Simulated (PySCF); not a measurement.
## Dipole response of Bi⁺ (bismuth, charge +1)

[Xe] 4f14 5d10 6s2 6p2, high-spin 3P determinant. All numbers are calculated (PySCF 2.14, the spin-free X2C one-electron Hamiltonian (Gaussian nucleus), in aug-cc-pwCVTZ-DK3 (11s10p8d5f1g, 125 functions)). Coupled (time-dependent) response in atomic units; α is the mean over directions.

| method | mean α (bohr³) | α xx, yy, zz | C₆ (like pair) | S(−4) |
| --- | --- | --- | --- | --- |
| UHF | 27.51 | 24.13, 29.20, 29.20 | 258.6 | 185.7 |

S(−4) is the Cauchy moment in α(ω) = α(0) + S(−4) ω² + …

Spin-orbit coupling is absent.

α(iu) at UHF:

```csv
u (hartree),α(iu) (bohr³)
0,27.51
0.0500,27.05
0.100,25.80
0.200,21.96
0.300,17.92
0.500,11.96
0.750,7.904
1.00,5.742
1.50,3.596
2.00,2.539
3.00,1.489
5.00,0.6925
```

A single London oscillator, α(iu) = α/(1 + u²/ω²), gives C₆ = (3/4) ω α². Matching the computed C₆ needs ω = 4 × 258.6 / (3 × 27.51²) = 0.456 hartree.

For an ion, C₆ is the dispersion term alone; charge-induced terms of lower order in 1/R come first.

The components differ because the open shell of this determinant is not spherical; for a pure term their mean is the scalar polarisability.

Spin-orbit coupling is strong in this species (close to jj coupling), so the high-spin LS determinant is a model state, not a physical level.
